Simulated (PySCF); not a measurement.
## Electronic absorption of C4H12OSi2

Species: C₄H₁₂OSi₂.
Numbering: `[SiH3:1][CH2:2][SiH2:3][CH:4]1[CH2:5][O:6][CH2:7]1` (hydrogens: H8, H9, H10 on Si1; H11, H12 on C2; H13, H14 on Si3; H15 on C4; H16, H17 on C5; H18, H19 on C7)

The calculation used TDDFT CAM-B3LYP/def2-SVPD, vertical, gas phase, core orbitals frozen in the response (PySCF 2.14.0, density-fitted response routines). Isolated species at its GFN2-xTB geometry (one conformer only). Torsions of this conformer, `[SiH3:1][CH2:2][SiH2:3][CH:4]1[CH2:5][O:6][CH2:7]1`: Si1–C2–Si3–C4 -57°, C2–Si3–C4–C5 -166°.

```tsv
state	E (eV)	λ (nm)	f	|μ| (D)	main configurations (H = HOMO, L = LUMO)
S1	6.77	183.1	0.0028	0.33	H→L+1 (32%), H→L+3 (28%), H→L+5 (10%)
S2	7.10	174.6	0.0038	0.38	H→L (75%)
S3	7.15	173.3	0.0029	0.33	H→L+1 (40%), H→L+5 (26%), H→L+7 (9%)
S4	7.75	160.0	0.0004	0.11	H→L+2 (28%), H→L+5 (18%), H→L+6 (12%)
S5	7.87	157.5	0.0083	0.53	H→L+4 (25%), H-1→L (24%), H→L+6 (16%)
S6	7.98	155.4	0.037	1.10	H→L+4 (33%), H-2→L (18%), H-1→L+1 (12%)
S7	8.02	154.6	0.046	1.23	H-2→L (33%), H→L+6 (24%), H→L+3 (8%)
S8	8.16	151.9	0.0016	0.23	H-1→L+1 (47%), H→L+4 (12%), H-1→L+3 (11%)
```

Triplets (Tamm–Dancoff): T1 6.50 eV, H→L+3 (27%), H→L+5 (20%), H→L+1 (14%); T2 6.88 eV, H→L+1 (42%), H→L+5 (16%), H→L (15%); T3 6.96 eV, H→L (54%), H→L+1 (12%), H→L+3 (8%).

The lowest singlet lies at 6.77 eV (183 nm, vacuum ultraviolet) and is very weak; its leading configuration is HOMO→LUMO+1 (32%). The strongest level in the table is S7 at 8.02 eV (155 nm, f = 0.046). Löwdin shares by element: HOMO oxygen 48%, carbon 20% or more, hydrogen 6% or more (atoms not listed hold the other 27%); LUMO silicon 38%, carbon 11% or more, hydrogen 8% or more (atoms not listed hold the other 43%). The oscillator strengths of these states sum to 0.103; summed over the whole spectrum of an exact calculation they would give the number of electrons, 72 (Thomas–Reiche–Kuhn). Weighted by f, the mean energy of these states is 7.90 eV. Orbital energies (eV): HOMO-3 -10.48, HOMO-2 -10.14, HOMO-1 -9.81, HOMO -8.60, LUMO 0.92, LUMO+1 1.20, LUMO+2 1.55. Singlets were solved by full linear response, triplets in the Tamm–Dancoff approximation.

The run took 1.8 min wall on one thread of an Arm Neoverse N1, no GPU, shared host with 64 logical CPUs at a one-minute load of 37, and the process peaked at 1.2 GiB of memory.
